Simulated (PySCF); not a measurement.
NbF4: what the settings change

NbF4: Nb(IV) (d1), charge 0. The structure is a PBE0-D3(BJ)/def2-TZVP geometry optimised for multiplicity 2; coordination tetrahedral, point group D2d, metal–donor distances 1.86 Å.

The d shell alone is too small an active space for NbF4 (an active orbital has only 0.60 squared overlap with the free ion's shell): its levels, fitted parameters, g values and moments show what this model gives and aren't sound predictions.

```
5

Nb    0.000    0.000    0.000
F     0.763    1.197    1.197
F     0.763   -1.197   -1.197
F    -0.763   -1.197    1.197
F    -0.763    1.197   -1.197
```

Method (PySCF 2.14, density fitting): CASSCF(1,5) with orbitals averaged over all microstates of the shell, strongly contracted NEVPT2 on the averaged canonical orbitals; basis x2c-TZVPall on the metal, x2c-SVPall elsewhere; spin-free X2C; gas phase; spin-orbit coupling by state interaction with the mean-field operator over all roots.

Base run: NEVPT2 ground state 2A1 (from 2E), next 2B1 (from 2E) at 10997, then 2E (from 2T2) at 13689 cm⁻¹, 10Dq(NEVPT2) 14960, ζ 506 cm⁻¹, g 1.817 1.817 1.995, μeff(300 K) 1.66 μB.

**Question.** What happens with the basis x2c-TZVPall on all atoms?

**Answer.** NEVPT2 ground state 2A1 (from 2E), next 2B1 (from 2E) at 11121, then 2E (from 2T2) at 13374 cm⁻¹, 10Dq(NEVPT2) 14528, ζ 501 cm⁻¹, g 1.815 1.815 1.995, μeff(300 K) 1.66 μB. It took 11 s against 5.6 s on a shared host of the same kind.

No frequencies were computed for the optimised geometry. Charge-transfer states lie outside this active space and may come lower than some of these levels. NEVPT2 lifts 2B1 (from 2E) from 9600 to 10997 cm⁻¹; on the d shell alone such lifts tend to overshoot. NEVPT2 on the d shell alone tends to put d–d bands too high for such charged or covalently bound ions.
